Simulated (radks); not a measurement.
The numbers below are computed, except where a source is named.
Initial-state core-level shifts of the gallium ion Ga+ when its valence configuration changes from [Ar] 3d10 4s2. Level of theory: Dirac Kohn-Sham, PBE, spin-unpolarised, spherical densities, finite nucleus; open shells are shared between the two j in proportion to 2j + 1; Fermi nuclear charge, rms radius 3.9973 fm (a radial shooting solver on a logarithmic mesh with Libxc functionals). Shifts are changes of the shell-averaged eigenvalues in eV (positive: less bound); the change of the density at the nucleus, which sets a Mossbauer isomer shift, is in e/bohr^3, on a base of 2.825e+04.

valence               2s       2p       3s       3p  density at nucleus
3d10 4s1 4p1      -1.807   -1.809   -1.886   -1.883             -13.924
3d8 4s2 4p2      -25.141  -24.949  -21.339  -20.879             +20.264
3d9 4s2 4p1      -11.985  -11.895  -10.428  -10.210              +9.467
3d10 4p2          -3.499   -3.503   -3.659   -3.653             -29.050
3d9 4p3          -15.218  -15.126  -13.763  -13.531             -24.919
3d7 4s2 4p3      -39.395  -39.092  -32.631  -31.923             +32.290
3d8 4s1 4p3      -26.677  -26.480  -22.901  -22.433              +0.805
3d9 4s1 4p2      -13.643  -13.552  -12.136  -11.911              -7.195
3d7.5 4s1.5 4p3  -32.883  -32.633  -27.698  -27.110             +15.810
